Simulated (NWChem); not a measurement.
Species: FeH12O6 (charge +3), sextet; SMILES [OH2]->[Fe+3](<-[OH2])(<-[OH2])(<-[OH2])(<-[OH2])<-[OH2]

No frequency run checked for a minimum.

Problem. Give the equilibrium geometry at B3LYP/6-31G* (spherical d), spin-unrestricted (NWChem) as a Z-matrix, with the point group.

Solution. point group Th; any orientation.
```
Fe
O 1 2.0380
H 2 0.9831 1 126.54
H 2 0.9831 3 106.96 1 -179.93
O 1 2.0380 2 90.02 3 0.06
H 5 0.9831 1 126.54 2 -90.00
H 5 0.9831 6 106.96 1 179.99
O 1 2.0380 2 89.98 3 90.05
H 8 0.9831 1 126.53 2 179.94
H 8 0.9831 9 106.96 1 179.95
O 1 2.0380 5 89.99 6 90.04
H 11 0.9831 1 126.53 5 -179.97
H 11 0.9831 12 106.96 1 -179.93
O 1 2.0381 2 90.02 3 -89.94
H 14 0.9831 1 126.53 2 0.04
H 14 0.9831 15 106.95 1 -179.99
O 1 2.0381 2 89.98 3 -179.94
H 17 0.9831 1 126.53 2 -90.01
H 17 0.9831 18 106.96 1 179.99
```
